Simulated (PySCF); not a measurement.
HOZr, SMILES [OH][Zr] (connectivity only; charge and spin as stated), neutral, multiplicity 4. Coordinates come from a B3LYP-D3(BJ)/def2-TZVPD optimisation. The spin state was assumed, not searched. The def2 effective core potentials stand for the cores of Zr; spin–orbit coupling is left out.

Computed with B3LYP-D3(BJ)/def2-TZVPD (PySCF 2.14.0).

Harmonic wavenumbers (cm⁻¹): 219, 653, 3889. Rotational constants (GHz): 2104, 8.881, 8.844; symmetry number 1.

Problem. Work out the zero-point energy and the ideal-gas rigid-rotor harmonic-oscillator thermochemistry at 298.15 K and 1 atm.

Solution. ZPE = ½ Σ hcν = ½ × 4761 cm⁻¹ = 28.48 kJ/mol. H − E(el) = 40.14 kJ/mol. Entropy in J/(mol K): translation 167.17, rotation 76.21, vibration 9.76, spin 11.53, total 264.66. G − E(el) = -38.77 kJ/mol. Cp = 44.70 J/(mol K).
